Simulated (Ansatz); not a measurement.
Species, as SMILES: O=[P] (O-P), doublet.
Atoms: P1, O2. Bonds: P1-O2.

How fast the optimised P1-O2 bond length converges with the basis for several methods (Ansatz, an electronic-structure program): deviation from each method's own reference, in Å. References: HF 1.4356 Å, the value in pcseg-4; MP2 1.4886 Å, the value in aug-cc-pV(Q+d)Z; PBE 1.4918 Å, the value in pcseg-4; PBE0 1.4690 Å, the value in pcseg-4. Cartesian d functions, on some or all atoms, in 6-311+G**; all else is spherical. In correlated methods cores are frozen. Open shells are unrestricted. No added dispersion term, no relativity. The reference of a correlated method is not its basis-set limit, which lies further on.

```
basis            functions      HF      MP2  PBE    PBE0
---------------  ---------  ------  -------  ---  ------
def2-SVP                32  0.0216  -0.0124  ___  0.0238
6-311+G**               53  0.0138  -0.0156  ___  0.0160
pcseg-2                 64  0.0041   0.0005  ___  0.0045
def2-TZVPP              73  0.0049   0.0040  ___  0.0048
jun-cc-pV(T+d)Z         87  0.0039   0.0039  ___  0.0035
aug-cc-pV(T+d)Z        101  0.0040   0.0043  ___  0.0036
cc-pCVTZ               102  0.0046   0.0024  ___  0.0047
cc-pV(5+d)Z            191  0.0005  -0.0025  ___  0.0004
```

Question: Some entries are withheld; supply them.

Answer: 
- def2-SVP, PBE: 0.0252
- 6-311+G**, PBE: 0.0175
- pcseg-2, PBE: 0.0050
- def2-TZVPP, PBE: 0.0048
- jun-cc-pV(T+d)Z, PBE: 0.0034
- aug-cc-pV(T+d)Z, PBE: 0.0035
- cc-pCVTZ, PBE: 0.0047
- cc-pV(5+d)Z, PBE: 0.0004

Mean absolute deviation over 6-311+G**, pcseg-2, def2-TZVPP, jun-cc-pV(T+d)Z, aug-cc-pV(T+d)Z, cc-pCVTZ: MP2 0.0051, HF 0.0059, PBE0 0.0062, PBE 0.0065 Å.
